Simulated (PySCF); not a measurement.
These 2 structures share the formula Ge2H9NSi. Level of theory: PBE0-D3(BJ)/def2-SVP geometry optimisation, gas phase (PySCF 2.14.0). One conformer each; no zero-point energy, no entropy. No frequencies were run at this level. Point groups hold within 0.08 Å.

Question: Rank from lowest to highest electronic energy at this level (kJ/mol).
A. `[NH2:1][SiH2:2][GeH2:3][GeH3:4]` with H–N1–Si2–Ge3 54° and -165°, N1–Si2–Ge3–Ge4 29°
B. `[NH2:1][GeH2:2][GeH2:3][SiH3:4]` with H–N1–Ge2–Ge3 62° and -173°, N1–Ge2–Ge3–Si4 24°

Answer: A (0.0), B (39.5).

| SMILES | E (Eh) | E rel (kJ/mol) | dipole (D) | point group | A, B, C (MHz) |
| --- | --- | --- | --- | --- | --- |
| N[SiH2][GeH2][GeH3] | -4502.32593 | 0.0 | 1.66 | C1 | 2728, 1146, 847.7 |
| [NH2][GeH2][GeH2][SiH3] | -4502.31089 | 39.5 | 1.39 | C1 | 3034, 1204, 908.1 |
